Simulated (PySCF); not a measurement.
# Exercise with solution: oscillator strength and radiative lifetime

BHI2, SMILES B(I)I.

Coordinates come from a B3LYP-D3(BJ)/def2-SVP optimisation. The def2 effective core potentials stand for the cores of I; spin–orbit coupling is left out.

TDDFT-PBE0/def2-SVPD (PySCF) puts the first singlet state with f over 0.02 at 4.65 eV (vertical), with the transition dipole (0.000, -1.167, 0.000) in atomic units.

Find the oscillator strength, the wavelength and the radiative lifetime that this transition would have in vacuum if emission retraced absorption.


|μ|² = 1.3619 au, so |μ| = 2.97 D. ΔE = 4.65/27.211 = 0.1709 hartree. f = (2/3) ΔE |μ|² = 0.155 (the program prints 0.155).
λ = 1239.84/4.65 = 267 nm; ν = 37505 cm⁻¹.
Einstein's coefficient A = 0.6670 ν² f s⁻¹ (ν in cm⁻¹) = 1.5e8 s⁻¹, so τ = 1/A = 6.9 ns. This state is S3; the lower singlets have f = 0.000, 0.000. The figure is the radiative limit of this one transition; relaxation, internal conversion, crossing to triplets and a medium change what is measured.
